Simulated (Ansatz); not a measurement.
```yaml
crystal:
  periodic: [false, false, false]
  atoms:
    - {symbol: C, position_ang: [-0.981689, 1.395323, -0.036382]}
    - {symbol: Ga, position_ang: [0.653901, 0.341570, -0.291334]}
    - {symbol: C, position_ang: [0.715649, -1.485792, 0.482719]}
    - {symbol: Cl, position_ang: [-0.028838, -2.216547, -1.008491]}
    - {symbol: H, position_ang: [-1.188265, 2.036979, -0.894012]}
    - {symbol: H, position_ang: [-0.868280, 2.039867, 0.840796]}
    - {symbol: H, position_ang: [-1.840559, 0.744529, 0.136634]}
    - {symbol: H, position_ang: [1.887342, 0.780203, -1.154631]}
    - {symbol: H, position_ang: [1.681921, -1.965067, 0.616737]}
    - {symbol: H, position_ang: [0.051917, -1.722164, 1.310965]}
basis:
  gaussian: {orbitals: def2-TZVP, final_grid: {core_spheres: 8, valence_spheres: 7, degree: 23}}
total_charge: 1
magnetization: {spin_polarized: true, initial_magnetization: 1}
hamiltonian: {xc: {name: revPBE0}, dispersion: d3bj}
kpoints: {mp_grid: {grid: [2, 2, 2]}}
output: {forces: true}
```

```sh
$ ansatz run in.yaml --threads 4 --pin off --events-out ev --progress --plain --max-ram 10444MiB
```

Output, abridged:

```
Error: invalid value for `basis.gaussian`: such a run doesn't read kpoints; remove what it names
```

Task: What is wrong with this run?

Result: The input holds a key that doesn't belong there. The program refused the input.
